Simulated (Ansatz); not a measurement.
`CO[Si](CCC(F)(F)C(F)(F)C(F)(F)C(F)(F)F)(OC)OC`. The state is a singlet with charge 0. Geometry PBE-D4/def2-SVP.

Cartesian coordinates in Å:
```
C -0.859 -3.094 2.346
O -0.804 -1.690 2.166
Si -1.647 -0.820 1.022
C -0.801 -0.776 -0.647
C 0.566 -0.084 -0.580
C 1.248 -0.036 -1.935
F 1.381 -1.302 -2.445
F 0.504 0.680 -2.832
C 2.693 0.559 -1.938
F 3.496 -0.274 -1.224
F 3.138 0.596 -3.222
C 2.829 1.989 -1.328
F 2.768 1.889 0.026
F 1.806 2.774 -1.751
C 4.163 2.718 -1.689
F 4.160 3.104 -2.972
F 5.214 1.909 -1.473
F 4.289 3.807 -0.912
O -1.676 0.767 1.532
C -2.044 1.181 2.839
O -3.163 -1.526 0.953
C -4.219 -1.110 0.109
H -0.426 -3.342 3.337
H -1.902 -3.476 2.309
H -0.264 -3.632 1.571
H -1.453 -0.248 -1.375
H -0.690 -1.816 -1.022
H 0.454 0.951 -0.202
H 1.244 -0.610 0.122
H -1.825 2.264 2.940
H -3.130 1.026 3.030
H -1.474 0.630 3.618
H -5.127 -1.696 0.358
H -4.460 -0.030 0.239
H -3.989 -1.281 -0.968
```

B3LYP takes the VWN-RPA correlation. Single mean-field runs in def2-TZVP are fitted with def2-universal-jkfit.

Problem. Estimate the orbital energies around the gap (eV) in Ansatz with PBE-D4/def2-TZVP, r2SCAN-D4/def2-TZVP, B3LYP-D4/6-31G, PBE0-D4/def2-TZVP, CAM-B3LYP-D4/def2-TZVP.

Solution. 
| orbital | PBE-D4/def2-TZVP | r2SCAN-D4/def2-TZVP | B3LYP-D4/6-31G | PBE0-D4/def2-TZVP | CAM-B3LYP-D4/def2-TZVP |
| --- | --- | --- | --- | --- | --- |
| HOMO−13 | -10.10 | -10.63 | -11.72 | -12.16 | -13.69 |
| HOMO−12 | -9.96 | -10.50 | -11.62 | -12.00 | -13.59 |
| HOMO−11 | -9.76 | -10.29 | -11.36 | -11.87 | -13.44 |
| HOMO−10 | -9.61 | -10.03 | -11.08 | -11.24 | -12.75 |
| HOMO−9 | -9.29 | -9.76 | -10.87 | -11.15 | -12.67 |
| HOMO−8 | -8.94 | -9.33 | -10.34 | -10.49 | -11.97 |
| HOMO−7 | -8.61 | -8.98 | -10.08 | -10.22 | -11.72 |
| HOMO−6 | -8.15 | -8.54 | -9.69 | -9.89 | -11.43 |
| HOMO−5 | -7.87 | -8.22 | -9.11 | -9.48 | -10.99 |
| HOMO−4 | -7.46 | -7.82 | -8.52 | -9.06 | -10.54 |
| HOMO−3 | -7.31 | -7.66 | -8.34 | -8.89 | -10.37 |
| HOMO−2 | -6.92 | -7.28 | -8.02 | -8.51 | -9.99 |
| HOMO−1 | -6.75 | -7.10 | -7.86 | -8.33 | -9.81 |
| HOMO | -6.73 | -7.08 | -7.80 | -8.29 | -9.74 |
| LUMO | -0.53 | -0.20 | 0.27 | 0.58 | 1.47 |
| LUMO+1 | -0.45 | -0.15 | 0.44 | 0.68 | 1.83 |
| LUMO+2 | -0.10 | 0.43 | 1.07 | 0.85 | 1.91 |
| LUMO+3 | 0.45 | 1.01 | 1.69 | 1.29 | 2.09 |
| LUMO+4 | 0.62 | 1.16 | 1.88 | 1.50 | 2.31 |
| LUMO+5 | 0.71 | 1.34 | 2.21 | 1.58 | 2.43 |
